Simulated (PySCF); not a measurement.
[HfO(OH)]+ at several levels of theory

Computed with PySCF 2.14.0 (density fitting, no spin-orbit coupling) at the geometry relaxed with PBE0:

```xyz
4
[HfO(OH)]+ (singlet)
Hf    0.0036   -0.0343   -0.4532
O     1.0655    0.0258    0.8970
O    -1.7283    0.0254    0.2728
H    -2.1948    0.0720    1.1193
```

```tsv
level	basis	state	HOMO (eV)	gap (eV)	charge on Hf1 (e)	dipole about the centre of mass (D)	largest force component (eV/Å)
PBE0	Hf def2-SVP with ECP60, O def2-SVP, H def2-SVP	singlet	-14.22	5.36	1.34	4.53	0.02
PBE	the same	singlet	-12.68	2.98	1.21	4.02	1.07
PBE0	Hf def2-TZVP with ECP60, O def2-TZVP, H def2-TZVP	singlet	-14.22	5.32	1.64	4.68	0.47
```

Charges are Mulliken's, which hang on the basis. The relaxation used the grid (50, 194), these runs (75, 302) or, all-electron (x2c bases, spin-free X2C Hamiltonian), (99, 590).

Q: What does TPSSh with Hf def2-SVP with ECP60, O def2-SVP, H def2-SVP give here?

A: state singlet, HOMO (eV) -13.30, gap (eV) 4.19, charge on Hf1 (e) 1.33, dipole about the centre of mass (D) 4.41, largest force component (eV/Å) 0.80. Time: 2.1 s on 2 threads of Arm Neoverse V1, with other jobs on the host, from an already converged density.

In the first row's basis the gap widens with exact exchange: 3.0 eV for PBE (none); 4.2 to 5.4 eV for TPSSh, PBE0 (a fixed share).
